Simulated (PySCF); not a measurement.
Isomers of CH3BSi. Gas-phase values, no solvent. Strings in code marks are SMILES.

Quantity: electronic energy of isomers of CH3BSi relative to `B1C=[SiH]1`, in kcal/mol.

Case: `B=C=[SiH2]`. Geometry of `B=C=[SiH2]` (neutral, multiplicity 1, Å):

```xyz
6

B      1.8179     0.0696     0.0883
C      0.4706     0.0178     0.0228
Si    -1.2007    -0.0461    -0.0583
H      2.9899     0.1148     0.1452
H     -2.0835     1.1420    -0.1379
H     -1.9941    -1.2981    -0.0601
```

Q: What electronic energy of isomers of CH3BSi relative to `B1C=[SiH]1` does B3LYP/LANL2DZ // PBE0-D3(BJ)/def2-TZVP (PySCF) give?

A: 4.99 kcal/mol.
